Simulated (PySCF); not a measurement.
# Oscillator strengths, rates and cross-sections

C₄H₅Br.
SMILES: `BrC=C1CC1`

Computed with TDDFT B3LYP/def2-SVPD, vertical, gas phase, core orbitals frozen in the response (PySCF). Geometry: PBE0-D3(BJ)/def2-SVP; no solvent, vibrations or thermal averaging. The B3LYP/def2-SVPD calculation is non-relativistic and has no spin–orbit coupling, an omission that weighs most on bromine.

A / s⁻¹ = 0.6670 f (ν̃ / cm⁻¹)² and τ = 1/A in vacuum; |μ| follows from f = (2/3) ΔE |μ|² (atomic units, 1 au = 2.5417 D); ∫σ dE = 109.76 f Mb·eV.

The rates are for emission to S0 at the absorption energy, with no other channel.

Energies and rates of the computed singlets with f of 0.002 or more:

```
state  λ (nm)   A (s⁻¹)
   S2   206.1  4.07×10⁸
   S4   191.9  1.90×10⁷
   S5   189.8  1.63×10⁷
   S7   178.1  5.68×10⁶
   S8   175.7  1.77×10⁷
  S10   164.1  6.01×10⁷
```

**Question.** Which f and |μ| stand behind these rates?

**Answer.** f = A / (0.6670 ν̃²), and |μ| follows from f:

| state | f | \|μ\| (D) | τ | main configurations (H = HOMO, L = LUMO) |
| --- | --- | --- | --- | --- |
| S2 | 0.259 | 3.37 | 2.5 ns | H→L (91%) |
| S4 | 0.011 | 0.65 | 53 ns | H→L+2 (95%) |
| S5 | 0.0088 | 0.60 | 61 ns | H-1→L+1 (98%) |
| S7 | 0.0027 | 0.32 | 180 ns | H→L+3 (95%) |
| S8 | 0.0082 | 0.55 | 56 ns | H→L+4 (96%) |
| S10 | 0.024 | 0.92 | 17 ns | H-1→L+2 (84%) |

**Question.** What is the integrated cross-section of all computed states together?

**Answer.** Σf = 0.316 over S1 to S10, so 109.76 × Σf ≈ 34.7 Mb·eV.

**Question.** By what factor does the largest A in the list exceed the smallest?

**Answer.** S2 has 72 times the rate of S7.

**Question.** Which computed singlets stay under f = 0.002?

**Answer.** S1 (5.52 eV, f 0.0013), S3 (6.24 eV, f 0.0000), S6 (6.71 eV, f 0.0001) and S9 (7.26 eV, f 0.0013).

All these states lie below the vertical ionisation energy of 9.09 eV (ΔSCF).
